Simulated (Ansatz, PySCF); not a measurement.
This triplet is an excited state, 1.07 eV above the relaxed singlet at the level B3LYP-D3(BJ)/def2-TZVP (PySCF).

A geometry relaxed with B3LYP-D3(BJ)/def2-TZVP (Ansatz, an electronic-structure program), charge 0, multiplicity 3:

```xyz
10

C     -1.8293    -0.1151     0.1099
H     -1.6954    -0.4637     1.1367
H      1.9391     1.5649    -0.3997
C      1.6888    -0.4271     0.2027
H      2.7523    -0.6282     0.2651
C      1.2206     0.7849    -0.1641
H     -2.8394     0.2814     0.0097
Si    -0.5466     1.2163    -0.2942
H     -1.7211    -0.9617    -0.5721
H      1.0310    -1.2517     0.4516
```

### Question
Write the SMILES of this molecule.

### Answer
`C=C[Si]C`
